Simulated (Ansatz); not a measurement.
`[BH2][GaH][Se]C`. The species carries charge 0 and has multiplicity 1.

```xyz
10

B     0.836    0.499    2.724
Ga    0.679    0.052    0.709
Se   -1.415    0.165   -0.285
C    -0.972   -0.337   -2.128
H     1.043    1.614    3.106
H     0.720   -0.343    3.566
H     1.804   -0.372   -0.304
H    -1.240    0.490   -2.784
H     0.092   -0.548   -2.212
H    -1.548   -1.221   -2.392
```

Problem. What are the harmonic wavenumbers in cm⁻¹ at PBE0-D4/def2-TZVP (Ansatz, finite differences of forces, unscaled)? (An estimate is asked.)

Solution. Computed: 49, 86, 92, 170, 181, 286, 407, 529, 572, 589, 611, 869, 920, 921, 1150, 1305, 1463, 1469, 1941, 2579, 2664, 3078, 3177, 3184.

Problem. Is this a minimum?

Solution. Yes, all 24 modes are real.

Problem. Give the ideal-gas thermochemistry at 298.15 K and 1 bar (rigid rotor, harmonic oscillator; point group Cs, symmetry number 1).

Solution. Zero-point energy 169.2 kJ/mol; H(298) − E = 192.8 kJ/mol; entropy 380.8 J/(mol·K), of which translation 173.4, rotation 115.7, vibration 91.7; G(298) − E = 79.2 kJ/mol. Modes under 100 cm⁻¹ are hindered rotations or soft bends, so the harmonic entropy is rough.

Problem. And at 400, 500, 600, 800 and 1000 K?

Solution. 
```json
{"T (K)": "400", "H − E (kJ/mol)": "205.2", "S (J/mol/K)": "416.6", "G − E (kJ/mol)": "38.6"}
{"T (K)": "500", "H − E (kJ/mol)": "218.9", "S (J/mol/K)": "447.2", "G − E (kJ/mol)": "-4.7"}
{"T (K)": "600", "H − E (kJ/mol)": "233.9", "S (J/mol/K)": "474.4", "G − E (kJ/mol)": "-50.8"}
{"T (K)": "800", "H − E (kJ/mol)": "266.5", "S (J/mol/K)": "521.3", "G − E (kJ/mol)": "-150.5"}
{"T (K)": "1000", "H − E (kJ/mol)": "302.2", "S (J/mol/K)": "561.0", "G − E (kJ/mol)": "-258.8"}
```
